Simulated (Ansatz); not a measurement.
`OC1([SiH2]F)BC1`, relaxed with RKS PBE-D4/def2-SVP in Ansatz 0.2.0 from a rough embedded geometry. The force threshold is 0.03 eV/Å; the program also tests the step.

Charge 0, multiplicity 1.

Start:

```xyz
12

O    -0.251   -0.099    1.780
C    -0.020    0.064    0.436
Si   -0.770   -1.192   -0.735
F    -0.130   -2.630   -0.487
B     1.405    0.703    0.054
C     0.009    1.483    0.036
H     0.268   -0.963    2.002
H    -2.216   -1.158   -0.579
H    -0.460   -0.787   -2.186
H     2.577    0.623   -0.144
H    -0.349    1.711   -1.007
H    -0.065    2.243    0.830
```

| step | energy (eV) | largest force (eV/Å) | largest move (Å) |
| --- | --- | --- | --- |
| 1 | -15467.5278 | 3.432 | 0.000 |
| 2 | -15467.9420 | 1.234 | 0.068 |
| 3 | -15468.0489 | 0.296 | 0.089 |
| 4 | -15468.0590 | 0.097 | 0.055 |
| 5 | -15468.0634 | 0.078 | 0.056 |
| 6 | -15468.0660 | 0.056 | 0.076 |
| 7 | -15468.0666 | 0.018 | 0.023 |

End:

```xyz
12

O    -0.158   -0.217    1.754
C     0.083    0.012    0.358
Si   -0.814   -1.161   -0.785
F    -0.278   -2.685   -0.465
B     1.411    0.750    0.048
C     0.095    1.513   -0.062
H     0.381   -0.992    2.006
H    -2.292   -1.159   -0.519
H    -0.515   -0.837   -2.224
H     2.609    0.753    0.172
H    -0.415    1.760   -1.010
H    -0.105    2.264    0.728
```

Hardware: 4 threads of an Arm Neoverse V1 on a shared host. Wall time 13 s, peak host memory 0.19 GiB.
